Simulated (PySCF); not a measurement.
## Dipole polarisabilities along the alkaline earths, charge +1

Calculated with PySCF 2.14 for the ground configurations, without spin-orbit coupling: coupled response for Hartree-Fock and DFT. Mean α in bohr³, C₆ of like pairs in atomic units.

```csv
species,α UHF,α PBE,α PBE0,C₆ UHF,C₆ PBE,C₆ PBE0
"Be+ [He] 2s1 (aug-cc-pCVQZ-DK, spin-free X2C)",24.91,21.56,22.27,71.03,57.45,60.22
"Mg+ [Ne] 3s1 (aug-cc-pCVQZ, non-relativistic)",38.82,33.64,35.15,179.6,145.0,154.7
"Ca+ [Ar] 4s1 (aug-cc-pwCVQZ-X2C, spin-free X2C)",96.32,79.32,84.53,763.6,576.9,631.4
```

The values depend on the diffuse functions of the basis.
